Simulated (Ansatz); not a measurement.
`[NH2][In]([Cl])[Br]`, charge 0, multiplicity 1.

Give a relaxed structure at PBE0-D4/def2-TZVP (the Gaussian-basis code of Ansatz). (Estimate.)

Ansatz gave: 
Cartesian coordinates in Å:
```
N 0.339 1.210 0.157
In -0.067 -0.728 -0.134
Cl 0.565 -2.289 1.450
Br -1.009 -1.561 -2.231
H -0.229 1.863 -0.364
H 0.401 1.505 1.122
```
